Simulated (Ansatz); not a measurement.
```yaml
crystal:
  periodic: [false, false, false]
  atoms:
    - {symbol: Zn, position_ang: [1.539846, 0.248382, 0.088059]}
    - {symbol: H, position_ang: [2.882830, 0.309593, 0.334807]}
    - {symbol: F, position_ang: [-0.122896, -0.789634, 1.074778]}
    - {symbol: Zn, position_ang: [-1.388398, -0.134855, -0.128352]}
    - {symbol: H, position_ang: [-3.012989, -0.273263, -0.517471]}
    - {symbol: F, position_ang: [0.089847, 0.744039, -0.841228]}
basis:
  gaussian: {orbitals: "6-31G*"}
hamiltonian: {xc: {name: B97M-V}}
scf: {lower_state_search: light}
output: {forces: true}
```

```sh
$ ansatz run in.yaml --threads 2 --pin off --events-out ev --progress --plain --max-ram 4352MiB
```

Shortened log:

```
Functional definition: B97M-V
1116 factors; their error is unknown
mean field evaluation 1: about -102262.9706 eV, gradient 6.4e1 eV
mean field evaluation 2: about -102245.4689 eV, gradient 1.3e2 eV
mean field evaluation 4: about -102268.7468 eV, gradient 6.1e0 eV
mean field evaluation 8: about -102268.7935 eV, gradient 1.6e-1 eV
mean field evaluation 16: about -102268.7679 eV, gradient 7.1e-5 eV
mean field -102268.76791034 eV, -3758.3079004445 hartree, gradient 4.1e-6 eV, S^2 0.000000; 0 other end points of the search recorded, 0 dependent functions left out
reference -102268.76799096 eV, -3758.3079034071 hartree; 40, 40 occupied and 66, 66 virtual orbitals, 1116 factors
Total energy: -102268.76799096 eV, -3758.3079034071 hartree
Atom 0 at     1.539846     0.248382     0.088059 Å, force    -3.185691    -0.877089     0.445055 eV/Å
Atom 1 at     2.882830     0.309593     0.334807 Å, force     2.805472     0.059195     0.571721 eV/Å
Atom 2 at    -0.122896    -0.789634     1.074778 Å, force     0.816689     0.646252    -0.695587 eV/Å
Atom 3 at    -1.388398    -0.134855    -0.128352 Å, force    -1.762085    -0.649329     0.240335 eV/Å
Atom 4 at    -3.012989    -0.273263    -0.517471 Å, force     1.399512     0.155769     0.301078 eV/Å
Atom 5 at     0.089847     0.744039    -0.841228 Å, force    -0.073897     0.665202    -0.862601 eV/Å
Dipole moment:     0.291466     0.153112    -0.110571 e Å
```

It took 11 s on 2 threads of Arm Neoverse V1 on a shared host.

The 6-31G sets use Cartesian d functions.
